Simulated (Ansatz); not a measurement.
Ansatz (a program for electronic structure) input (CCSD(T)/def2-SVPD):

Ansatz 0.2 input:
```yaml
crystal:
  periodic: [false, false, false]
  atoms:
    - {symbol: Ti, position_ang: [-0.06702631, 0.08935884, 0.23548901]}
    - {symbol: F, position_ang: [-1.28122405, -1.00989402, -0.21650794]}
    - {symbol: F, position_ang: [-0.00338462, 1.44645538, -0.78488984]}
    - {symbol: F, position_ang: [1.44845075, -0.65499409, 0.42575799]}
basis:
  gaussian:
    orbitals: def2-SVPD
total_charge: 2
magnetization: {spin_polarized: true, initial_magnetization: 1}
correlation: {method: ccsd_t, electrons: outside_noble_gas}
```

Output:

```
Functional definition: HF
integrals: 0.23 GiB planned
1021 factors; integrals over basis functions are off by at most 7.1e-4 eV
mean field: 0.51 GiB planned
mean field evaluation 1: about -31149.9594 eV, gradient 6.8e1 eV
mean field evaluation 2: about -31150.0666 eV, gradient 6.8e1 eV
mean field evaluation 4: about -31167.3406 eV, gradient 1.3e1 eV
mean field evaluation 8: about -31169.0127 eV, gradient 2.2e0 eV
mean field evaluation 16: about -31169.4877 eV, gradient 2.6e-1 eV
mean field evaluation 32: about -31110.0015 eV, gradient 1.3e2 eV
mean field evaluation 64: about -31166.8009 eV, gradient 3.2e0 eV
mean field evaluation 96: about -31169.2385 eV, gradient 1.2e0 eV
mean field evaluation 128: about -31169.3598 eV, gradient 6.1e-1 eV
mean field evaluation 160: about -31168.8438 eV, gradient 1.4e0 eV
mean field evaluation 192: about -31168.4918 eV, gradient 1.6e0 eV
mean field evaluation 224: about -31168.4610 eV, gradient 8.3e-1 eV
mean field evaluation 256: about -31163.9916 eV, gradient 7.1e0 eV
mean field evaluation 288: about -31169.4778 eV, gradient 2.0e0 eV
mean field evaluation 320: about -31169.0467 eV, gradient 3.1e0 eV
mean field evaluation 352: about -31169.0945 eV, gradient 5.8e-1 eV
mean field evaluation 384: about -31166.0642 eV, gradient 9.7e-1 eV
mean field evaluation 416: about -31169.5159 eV, gradient 2.1e-1 eV
mean field evaluation 448: about -31169.1443 eV, gradient 4.3e-2 eV
mean field evaluation 480: about -31169.1446 eV, gradient 1.4e0 eV
mean field evaluation 512: about -31154.4767 eV, gradient 4.8e1 eV
mean field evaluation 544: about -31165.3513 eV, gradient 1.1e1 eV
mean field evaluation 576: about -31169.4895 eV, gradient 2.0e-1 eV
mean field evaluation 608: about -31168.6171 eV, gradient 1.0e0 eV
mean field evaluation 640: about -31168.5385 eV, gradient 9.0e-1 eV
mean field evaluation 672: about -31168.3204 eV, gradient 3.1e0 eV
mean field evaluation 704: about -31169.1443 eV, gradient 4.6e-2 eV
mean field evaluation 736: about -31167.5080 eV, gradient 2.1e0 eV
mean field evaluation 768: about -31169.1403 eV, gradient 8.6e-2 eV
mean field evaluation 800: about -31168.3692 eV, gradient 2.5e0 eV
mean field evaluation 832: about -31167.0344 eV, gradient 2.8e0 eV
mean field evaluation 864: about -31159.2668 eV, gradient 3.7e1 eV
mean field evaluation 896: about -31169.4792 eV, gradient 4.1e-1 eV
mean field evaluation 928: about -31167.9346 eV, gradient 1.7e0 eV
mean field evaluation 960: about -31164.7334 eV, gradient 3.5e0 eV
mean field evaluation 992: about -31167.8723 eV, gradient 2.2e0 eV
mean field evaluation 1024: about -31167.0375 eV, gradient 1.4e-3 eV
mean field evaluation 1056: about -31164.5686 eV, gradient 1.2e1 eV
mean field evaluation 1088: about -31155.1640 eV, gradient 3.7e1 eV
mean field evaluation 1120: about -31167.8412 eV, gradient 2.1e0 eV
mean field evaluation 1152: about -31168.6524 eV, gradient 3.0e0 eV
mean field evaluation 1184: about -31168.6448 eV, gradient 1.9e0 eV
mean field evaluation 1216: about -31169.0007 eV, gradient 8.2e-1 eV
mean field evaluation 1248: about -31168.5779 eV, gradient 1.4e0 eV
mean field evaluation 1280: about -31168.7959 eV, gradient 1.1e0 eV
mean field evaluation 1312: about -31168.8661 eV, gradient 7.4e-1 eV
mean field evaluation 1344: about -31168.9252 eV, gradient 8.1e-1 eV
mean field evaluation 1376: about -31168.7687 eV, gradient 2.6e0 eV
mean field evaluation 1408: about -31167.1780 eV, gradient 2.3e0 eV
mean field evaluation 1440: about -31169.4979 eV, gradient 8.8e-4 eV
mean field evaluation 1472: about -31167.6038 eV, gradient 4.6e0 eV
mean field evaluation 1504: about -31169.1443 eV, gradient 2.1e-4 eV
mean field evaluation 1536: about -31169.1443 eV, gradient 1.3e-6 eV
mean field evaluation 1568: about -31169.4197 eV, gradient 5.3e-1 eV
mean field evaluation 1600: about -31168.3258 eV, gradient 4.1e-1 eV
mean field evaluation 1632: about -31168.7418 eV, gradient 2.2e0 eV
mean field evaluation 1664: about -31168.9951 eV, gradient 3.2e0 eV
mean field evaluation 1696: about -31166.9087 eV, gradient 5.6e-1 eV
mean field evaluation 1728: about -31168.4193 eV, gradient 2.7e-6 eV
mean field -31169.58199523 eV, -1145.4610108231 hartree, gradient 2.9e-6 eV, S^2 0.756752; 27 other end points of the search recorded, 0 dependent functions left out
determinant -31169.58199523 eV, -1145.4610108231 hartree, with singles and doubles -31187.74074479 eV, -1146.1283325612 hartree
determinant -31169.49794086 eV, -1145.4579218819 hartree, with singles and doubles -31187.84119241 eV, -1146.1320239432 hartree
determinant -31169.42319294 eV, -1145.4551749466 hartree, with singles and doubles -31187.52090133 eV, -1146.1202534629 hartree
determinant -31169.39034312 eV, -1145.4539677381 hartree, with singles and doubles -31187.81741543 eV, -1146.1311501550 hartree
determinant -31169.14431674 eV, -1145.4449264353 hartree, with singles and doubles -31187.27519095 eV, -1146.1112237730 hartree
determinant -31168.57179724 eV, -1145.4238867319 hartree, with singles and doubles -31187.45554125 eV, -1146.1178515242 hartree
determinant -31168.41931151 eV, -1145.4182829846 hartree, with singles and doubles -31187.59413320 eV, -1146.1229446847 hartree
determinant -31168.32123624 eV, -1145.4146787850 hartree, with singles and doubles -31187.27234075 eV, -1146.1111190301 hartree
determinant -31167.53032937 eV, -1145.3856134935 hartree, with singles and doubles -31182.95352317 eV, -1145.9524054115 hartree
determinant -31167.03751823 eV, -1145.3675030181 hartree, with singles and doubles -31183.29827195 eV, -1145.9650746956 hartree
determinant -31165.96126273 eV, -1145.3279513581 hartree, with singles and doubles -31182.22400197 eV, -1145.9255960017 hartree
determinant -31169.58199523 eV, -1145.4610108231 hartree, with singles and doubles -31187.81717686 eV, -1146.1311413880 hartree
determinant -31169.49794086 eV, -1145.4579218819 hartree, with singles and doubles -31188.04603453 eV, -1146.1395517520 hartree
determinant -31169.42319294 eV, -1145.4551749466 hartree, with singles and doubles -31187.58069154 eV, -1146.1224507127 hartree
determinant -31169.39034312 eV, -1145.4539677381 hartree, with singles and doubles -31187.92089517 eV, -1146.1349529655 hartree
determinant -31168.57179724 eV, -1145.4238867319 hartree, with singles and doubles -31187.57611735 eV, -1146.1222826144 hartree
determinant -31168.41931151 eV, -1145.4182829846 hartree, with singles and doubles -31187.70557425 eV, -1146.1270400675 hartree
12 core orbitals not correlated
reference -31169.49794086 eV, -1145.4579218819 hartree; 12, 11 occupied and 79, 80 virtual orbitals, 1021 factors
second order -16.78743020 eV of doubles, -0.00000000 eV of singles
coupled cluster: 0.66 GiB planned
cycle   1  -18.54809353 eV  change    1.5e-7 eV  update   5.9e-6
coupled cluster: 0.66 GiB planned
perturbative correction -1.01059091 eV, -0.0371385308 hartree
Total energy: -31189.05662529 eV, -1146.1766902775 hartree
```

This state (charge 2, doublet) is run at the relaxed geometry of the species with charge 1 and multiplicity 1.

The determinant is spin-contaminated: <S^2> is 1.32 against 0.75 for a pure state.
